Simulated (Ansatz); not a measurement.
Harmonic frequencies (cm⁻¹) at PBE0-D4/def2-TZVP from Ansatz: 146, 163, 184, 207, 243, 263, 274, 286, 332, 394, 456, 484, 668, 717, 755, 780, 822, 848, 898, 941, 1274, 1449, 1450, 1569, 1583, 2719, 3047, 3127, 3142, 3599, 3620, 3693, 3723.

Each molecule was computed in one conformer, which needn't be the lowest.

**Question.** Which molecule is it?
A. `[GeH3][NH]C1=C[SiH2]1`
B. `CCC[BH][AlH2]`
C. `C[Si](N)(N)S`
D. `CB1C=N1`

**Answer.** C.
